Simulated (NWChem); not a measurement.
# TeBr2; SMILES Br[Te]Br

All runs: NWChem. The geometry was optimised at PBE0/def2-SVP (def2 core potentials past Kr).

What does the run give for PBE/STO-3G (all-electron, non-relativistic)? Quantities: highest occupied level (eV); orbital gap (eV); dipole (D).


```json
{
  "highest occupied level (eV)": "-2.87",
  "orbital gap (eV)": "2.53",
  "dipole (D)": "0.12"
}
```
